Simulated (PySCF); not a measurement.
Species: C2H9OSi2, net charge -1, singlet state. It need not be the lowest isomer of its formula. Whether it binds its extra electron was not tested at this geometry. SMILES: C[SiH](O[SiH2-])C
Structure (B3LYP-D3(BJ)/def2-TZVP (Ansatz) minimum search):
```xyz
14

Si    -0.6908    -0.1145    -0.4544
C     -1.8053     1.2430    -1.1540
C     -1.4883    -0.7819     1.1146
O      0.7876     0.4767    -0.2263
Si     2.2339    -0.2433     0.5234
H     -0.7168    -1.2297    -1.4567
H     -2.8110     0.8662    -1.3646
H     -1.3892     1.6408    -2.0829
H     -1.8927     2.0717    -0.4459
H     -0.8419    -1.5431     1.5549
H     -1.6120     0.0132     1.8549
H     -2.4693    -1.2217     0.9091
H      1.9337    -1.7269     0.1587
H      1.6563    -0.4411     1.9531
```
Charge -1, spin multiplicity 1.

Dispersion corrections to the total energy (kcal/mol) from the dftd3 and dftd4 libraries through PySCF: D3(BJ) without and D4 with the three-body term, each with the damping fitted for the functional named.

```
functional  D3(BJ)      D4
----------  ------  ------
HF          -55.10     ___
B2PLYP       -6.58   -6.21
revPBE         ___  -25.72
BP86        -12.88  -12.05
B2GP-PLYP    -5.79   -3.83
HSE06          ___   -7.06
PBE          -7.62   -8.84
```

Question: Fill in the missing entries.

Answer: 
- HF, D4: -29.43
- revPBE, D3(BJ): -18.37
- HSE06, D3(BJ): -5.53
